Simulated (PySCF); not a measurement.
H4F2OSi2 (SMILES O[Si](F)(F)[SiH3]), singlet, geometry from GFN2-xTB. Base run: PySCF with DF-PBE/pcseg-0.

Input for PySCF:
```python
from pyscf import gto, scf, dft

mol = gto.Mole()
mol.atom = '''
    O    -0.789260    0.810951   -1.362039
    Si   -0.357817   -0.065727   -0.085397
    F    -0.743368   -1.598533   -0.384623
    F    -1.425299    0.207653    1.086499
    Si    1.823243    0.346195    0.420823
    H    -1.666655    0.788983   -1.741802
    H     2.028920    1.756343    0.765177
    H     2.254373   -0.460405    1.568149
    H     2.699479    0.018846   -0.708070
'''
mol.basis = 'pcseg-0'
mol.charge = 0
mol.spin = 0
mol.verbose = 4
mol.max_memory = 1800
mol.build()

mf = dft.RKS(mol)
mf.xc = 'pbe'
mf = mf.density_fit(auxbasis='def2-universal-jkfit')
mf.kernel()
```

All variants below ran on the same shared machine, one core each. Differences are taken from the largest basis of the pcseg family in the series, which isn't the basis-set limit (pcseg-2: -8.273 eV). The cheapest run took roughly 11 core-seconds.

| setting | basis functions | cost, times the cheapest (rough) | difference in HOMO energy (eV) |
|---|---|---|---|
| pcseg-0 | 61 | 1 | 0.234 |
| pcseg-1 | 98 | 2 | -0.022 |
| pcseg-2 | 214 | 4 | reference |

Times come from a shared machine, hold the start-up and are rough.
